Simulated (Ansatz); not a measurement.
Which is lower?

The two ends of one reaction step of Si2NH5F3, doublet (PBE0-D4/def2-TZVP).

A:

```csv
atom,x (Å),y (Å),z (Å)
H1,-1.2967,-0.4687,1.1174
N2,-0.3893,-0.5124,0.6657
Si3,-0.4727,-1.1193,-1.0135
Si4,0.5085,1.5164,0.8632
F5,1.9138,0.7408,0.7918
F6,0.9829,2.9959,1.2847
F7,0.0389,1.7624,-0.6555
H8,0.2166,-1.0663,1.2637
H9,-0.7693,-2.5763,-1.0022
H10,-1.5744,-0.3919,-1.6752
H11,0.8416,-0.8804,-1.6402
```

B:

```
11
angstrom
H -0.7807 1.3916 1.5635
N -0.0495 -0.8542 0.3805
Si -0.6631 -1.4420 -1.1593
Si 0.5023 1.6394 0.9141
F 1.7438 0.8598 1.5087
F 0.8373 3.1606 1.2291
F 0.4951 1.5906 -0.6692
H 0.3360 -1.5698 0.9981
H -1.3128 -2.7737 -1.0242
H -1.6262 -0.4492 -1.6833
H 0.5178 -1.5531 -2.0579
```

Program: Ansatz 0.2.0. Basis: def2-TZVPP. Cores are frozen in the correlated methods; orbitals are unrestricted. B3LYP uses VWN-RPA correlation.

Q: Which structure is lower at CCSD(T), and by how much? (Judge from chemistry; the value comes from the calculation.)

A: Computed: A, by 64.3 kJ/mol (electronic energy, against the other). By their contacts, A is a complex of SiF₃ ([F][Si]([F])[F]) + SiNH₅ ([NH2][SiH3]) and B is a complex of SiHF₃ ([F][SiH]([F])[F]) + SiNH₄ ([NH][SiH3]).

All methods give the same order:

```tsv
method	E(B) − E(A) (kJ/mol)
SPW92	119.8
PBE-D4	90.8
BLYP-D4	71.7
r2SCAN-D4	75.2
B97M-V	60.5
PBE0-D4	81.0
B3LYP-D4	67.0
r2SCAN0-D4	70.0
BHLYP-D4	51.0
CAM-B3LYP-D4	68.1
wB97X-V	67.4
wB97M-V	67.7
B2PLYP	67.6
PBE-QIDH	77.2
RPA on PBE	62.0
HF	5.0
MP2	88.1
CCSD	56.8
CCSD(T)	64.3
```

T1 diagnostic: at most 0.014. ⟨S²⟩ of the unrestricted Hartree–Fock references: 0.75 to 0.76 (a pure state has 0.75).

Labels in which every atom is bracketed show which atoms are joined, not bond orders.

For scale, one of the runs: CCSD(T)/def2-TZVPP, 278 basis functions, launched by `ansatz run in.yaml --threads 4 --pin off --events-out ev --progress --plain --max-ram 63488MiB --backend cuda --devices 0, --max-vram 37GiB`. The run took 12 s on 4 CPU threads of an AMD EPYC 7R13 and a share of one NVIDIA H100 (shared host), with 0.89 GiB of host memory at its peak.
